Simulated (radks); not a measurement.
Spherical jellium clusters: N electrons in a uniform positive sphere of charge N and radius rs N^(1/3), rs = 2.3 bohr. Method: non-relativistic Kohn-Sham, LDA (Slater exchange, Perdew-Wang correlation), spin-polarised, spherical densities; computed with a radial shooting solver with Libxc functionals. Levels are named by radial order and angular momentum (1s, 1p, 1d, 2s, ...), and open shells are averaged over m.

N = 3, configuration 1s2 1p(up 1, down 0). This is the lowest configuration that the search found. Occupied and some empty levels:

| level | occupation | eigenvalue (eV) | <r> (bohr) |
|---|---|---|---|
| 1s up | 1 | -6.7764 | 2.761 |
| 1s down | 1 | -6.3157 | 2.737 |
| 1p up | 1 | -2.4040 | 4.311 |
| 1p down | 0 | -1.9158 | 4.460 |
| 2s up | 0 | -0.64443 | 8.198 |
| 2s down | 0 | -0.47629 | 8.920 |

Energy (eV): total -1.23706, kinetic 11.141, external -76.911, Hartree 34.287, exchange-correlation -14.051, background 44.297.
